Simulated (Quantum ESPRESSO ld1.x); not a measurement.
One sound ld1.x (Quantum ESPRESSO 7.5) input for neutral promethium gives E = -10027.18 hartree in 33 iterations:

```
 &input
    zed=61.0,
    iswitch=1,
    rel=2,
    dft='PBE',
    config='[Xe] 4f5 6s2',
    lsmall=.true.,
    prefix='ld1',
    max_out_wfc=37,
    file_charge='ld1.rho',
 /
```

Changed or added lines, one case at a time, and what came of them:

- atom='Pm': harmless. atom and zed name the same element, and the result equals that of the sound run.
- dft='HF': refused. The program stops in ld1_setup with "HF not implemented yet": ld1.x has no Hartree-Fock; KLI and OEP are its exact-exchange options.
- config='[Xe] 4f5 6s2 7s4': refused. The program stops in el_config with "wrong occupancy:4": an s shell holds at most 2 electrons.
- config='[Xe] 4f5 6s2 7p3': spurious. The string holds 64 electrons for Z = 61, so the species has charge -3 and is not the one meant. The equations of the added shell fail (the log warns of at least one error in the KS equations), so the printed solution is spurious even though the residual is small.
- lsd=1: refused. The program stops in ld1_readin with "local spin density and spin-orbit not allowed": spin polarisation goes with rel = 0 or 1 alone.
- rel=1 relpert=.true.: refused. The program stops in ld1_readin with "perturbative SO-splitting for AE calculations with rel=0 only": the perturbative correction needs rel = 0.
- config='[Xe] 4f5 6s': refused. The program stops in el_config with "no occupancy field?": each term needs its occupation.
